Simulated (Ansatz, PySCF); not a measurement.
Si(F)2(OH)(SH) (F2H2OSSi), SMILES O[Si](F)(F)S.

Geometry: PBE0-D3(BJ)/def2-SVP. One conformer was computed; it need not be the lowest.

Vertical ionisation energy (IE) and electron affinity (EA) in eV. Rows of orbital energies are one-electron estimates. Where ΔSCF, EOM or ADC give a negative EA the extra electron is unbound and the value depends on the basis.

| level | IE | EA |
|---|---|---|
| −ε(HOMO), −ε(LUMO), B3LYP/def2-TZVP (PySCF) | … | … |
| ΔSCF, CAM-B3LYP/def2-SVPD (Ansatz), final states of multiplicity 2 and 2 | 10.89 | -0.88 |

Q: Complete the blanks. (The exact figures need the calculation; the answer reports its results.)

A: 
- −ε(HOMO), −ε(LUMO), B3LYP/def2-TZVP (PySCF), IE: 7.98
- −ε(HOMO), −ε(LUMO), B3LYP/def2-TZVP (PySCF), EA: 0.24

Q: What vertical singlet–triplet gap does ΔSCF give with CAM-B3LYP/def2-SVPD (Ansatz, a first-principles code)? (Estimate from the structure and the level; the computed values follow.)

A: 6.12 eV (triplet above singlet where positive).
